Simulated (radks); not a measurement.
Results of a calculation; reference values are marked as such.
All-electron atom: In2+ in [Kr] 4d10 5s1.

Code: a radial shooting solver on a logarithmic mesh with Libxc functionals. Model: non-relativistic Kohn-Sham, LB94 model potential, spin-polarised, spherical densities, point nucleus; open shells are filled with parallel spins first (spin-orbit coupling, left out, can overturn this in heavy ions); relativity is left out, which matters for an element this heavy.

Energy parts (hartree):
part                    energy
kinetic             5756.17896
electron-nucleus  -13650.23320
Hartree             2308.37954
(The LB94 potential has no energy functional, so no total or exchange-correlation energy is given.)

Orbitals (lengths in bohr, moments of r in powers of bohr; r(max) is where P^2 peaks):
| orbital | occ. | eigenvalue (hartree) | r(max) | <r^4> |
|---|---|---|---|---|
| 1s up | 1 | -990.2714 | 0.02056 | 4.180e-06 |
| 1s down | 1 | -990.2691 | 0.02056 | 4.180e-06 |
| 2s up | 1 | -146.2696 | 0.1139 | 0.0007553 |
| 2s down | 1 | -146.2683 | 0.1139 | 0.0007553 |
| 2p up | 3 | -136.8403 | 0.08912 | 0.0004949 |
| 2p down | 3 | -136.8392 | 0.08912 | 0.0004949 |
| 3s up | 1 | -28.64227 | 0.3282 | 0.03357 |
| 3s down | 1 | -28.64144 | 0.3283 | 0.03357 |
| 3p up | 3 | -24.73824 | 0.3146 | 0.03277 |
| 3p down | 3 | -24.73743 | 0.3147 | 0.03277 |
| 3d up | 5 | -17.48533 | 0.2581 | 0.02812 |
| 3d down | 5 | -17.48440 | 0.2581 | 0.02812 |
| 4s up | 1 | -4.99647 | 0.7945 | 1.147 |
| 4s down | 1 | -4.99390 | 0.7947 | 1.155 |
| 4p up | 3 | -3.73023 | 0.8262 | 1.564 |
| 4p down | 3 | -3.72962 | 0.8265 | 1.583 |
| 4d down | 5 | -1.67058 | 0.9299 | 4.633 |
| 4d up | 5 | -1.66340 | 0.9274 | 4.482 |
| 5s down | 0 | -1.11192 | 2.063 | 53.35 |
| 5s up | 1 | -1.08235 | 2.063 | 54.88 |

The highest occupied level is 5s up at -29.452 eV. The configuration is held as typed, so some empty levels lie below it. The spin density at the nucleus is 19.23 e/bohr^3 (1s 0.11, 2s 0.01, 3s 0.08, 4s 0.24, 5s 18.79). Spin moment in Bohr magnetons: 1. The electron density at the nucleus is 8.275e+04 e/bohr^3. For comparison, the ionisation energy in NIST's Atomic Spectra Database is 28.044 eV (measured). In exact Kohn-Sham theory the highest level is minus the ionisation energy, but local and semilocal functionals leave it too shallow, through self-interaction and a potential that decays too fast; potentials with the right tail come closer. The density falls to 0.001 e/bohr^3 at r = 3.53 bohr.
